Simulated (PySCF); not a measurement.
## Bond length, frequency and bond energy of RbLi by level of theory

State: ¹Σ⁺ (singlet), closed shell. Set-up: Rb def2-SVPD with ECP28, Li def2-SVPD; scalar-relativistic core potentials (PySCF 2.14). De refers to Rb + Li in their ground configurations, without counterpoise correction. A positive dipole means Rb(−)Li(+).

| Level | Re (Å) | ωe (cm⁻¹) | De (eV) | μ (D) |
| --- | --- | --- | --- | --- |
| RHF-MP2 | 3.566 | 185 | 0.364 | n/a |
| RHF-SCS-MP2 | 3.585 | 183 | 0.440 | n/a |
| RHF-CCSD | 3.569 | 181 | 0.58 | n/a |
| RHF-CCSD(T) | 3.572 | 178 | 0.60 | n/a |
| PBE | 3.560 | 181 | 0.67 | -3.06 |
| PBEsol | 3.544 | 182 | 0.69 | -2.95 |
| r²SCAN | 3.621 | 180 | 0.52 | -3.70 |
| PBE0 | 3.569 | 185 | 0.61 | -3.64 |
| M06-2X | 3.446 | 194 | 0.79 | -2.01 |
| CAM-B3LYP | 3.508 | 194 | 0.59 | -3.50 |
| B2PLYP | 3.549 | 184 | 0.58 | -3.62 |

(1) Which functional lies closest to RHF-CCSD(T) in De, which farthest, and by how much do they differ from it?

(2) What does the step from GGA to meta-GGA do here, going from PBE to r²SCAN?

(3) What does the triples do here, going from RHF-CCSD to RHF-CCSD(T)?

Correlated steps freeze no core orbitals. Closed-shell solutions of metal pairs were not tested for spin polarisation, which can lower them a little. Correlated levels converge slowly with the basis: in double zeta they bind strong bonds too weakly, by up to about 1 eV, and carry superposition errors of some tenths. Where the molecule has an RHF reference, its open-shell atoms are computed with UHF. B2PLYP dipoles, levels and charges come from its SCF part alone.

The whole job (state search and all levels along the bond) took about 1.1 min on 1 thread of Intel Xeon Platinum 8375C @ 2.90GHz (shared host), peak memory 0.48 GiB.

## Answers

(1) Closest is PBE0 (-0.3 pm in Re, +3.9 % in ωe, +0.01 eV in De against RHF-CCSD(T) in the same basis), farthest M06-2X (-12.6 pm in Re, +9.0 % in ωe, +0.19 eV in De). CCSD(T) converges more slowly with the basis than the functionals do and binds too weakly in this one, so the order can change at the basis-set limit.

(2) r²SCAN less PBE: +6.1 pm in Re, -0.6 % in ωe, -0.15 eV in De. 

(3) RHF-CCSD(T) less RHF-CCSD: +0.3 pm in Re, -1.7 % in ωe, +0.02 eV in De. Correlation nearly always deepens the well. The bond lengthens, as in strong covalent bonds, where excitations into antibonding orbitals dominate.
